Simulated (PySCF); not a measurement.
## Electronic absorption of C2H11GeNSi

C2H11GeNSi.
SMILES: `C[CH2][Ge@@H]([NH2])[SiH3]`

Level of theory: TDDFT PBE0/def2-SVPD, vertical, gas phase, core orbitals frozen in the response in PySCF. Isolated species at its PBE0-D3(BJ)/def2-SVP geometry (one conformer only). The PBE0/def2-SVPD calculation is non-relativistic and has no spin–orbit coupling, an omission that weighs most on germanium. Torsions of this conformer, `[CH3:1][CH2:2][Ge@@H:3]([NH2:4])[SiH3:5]`: C1–C2–Ge3–N4 -61°, H–N4–Ge3–C2 -59°, H–N4–Ge3–C2 68°.

| state | E (eV) | λ (nm) | ν̃ (cm⁻¹) | f | main configurations (H = HOMO, L = LUMO) |
| --- | --- | --- | --- | --- | --- |
| S1 | 5.78 | 214.6 | 46610 | 0.016 | H→L (94%) |
| S2 | 6.43 | 192.7 | 51880 | 0.020 | H→L+1 (78%), H→L+2 (15%) |
| S3 | 6.62 | 187.4 | 53350 | 0.019 | H→L+2 (73%), H→L+1 (16%) |
| S4 | 6.74 | 184.1 | 54330 | 0.021 | H→L+3 (77%), H-1→L (11%) |
| S5 | 6.89 | 179.9 | 55600 | 0.039 | H-1→L (80%), H→L+3 (13%) |
| S6 | 7.22 | 171.8 | 58200 | 0.023 | H→L+4 (74%), H-1→L+1 (15%) |

The lowest singlet comes at 215 nm (558 kJ/mol) in the ultraviolet; it is weak; its leading configuration is HOMO→LUMO (94%). The strongest level in the table is S5 at 6.89 eV (180 nm, f = 0.039). Löwdin shares by element: HOMO nitrogen 48%, carbon 16% or more, germanium 12%, hydrogen 5% or more (atoms not listed hold the other 19%); LUMO germanium 25%, silicon 16%, nitrogen 10%, hydrogen 8% or more (atoms not listed hold the other 41%). The oscillator strengths of these states sum to 0.138; summed over the whole spectrum of an exact calculation they would give the number of electrons, 76 (Thomas–Reiche–Kuhn). Orbital energies (eV): HOMO-3 -9.57, HOMO-2 -8.78, HOMO-1 -7.94, HOMO -7.02, LUMO 0.06, LUMO+1 0.47, LUMO+2 0.65. Weighted by f, the mean energy of these states is 6.69 eV. The window holds the lowest 6 singlets.
